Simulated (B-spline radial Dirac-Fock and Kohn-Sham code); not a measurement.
Calculated with a radial atomic solver, using Dirac-Fock ΔSCF + Breit + QED. Free neutral atoms.

**Question.** Order these X-ray lines by photon energy, lowest first.
A. Lu Lγ1
B. Re Lℓ
C. Er Lβ4
D. Hg Lβ15
E. Fe Kα1
F. Lu Lβ1

**Answer.** E (6401.8 eV), B (7595.9 eV), C (7749.5 eV), F (8709.0 eV), A (10141.4 eV), D (11902.2 eV).
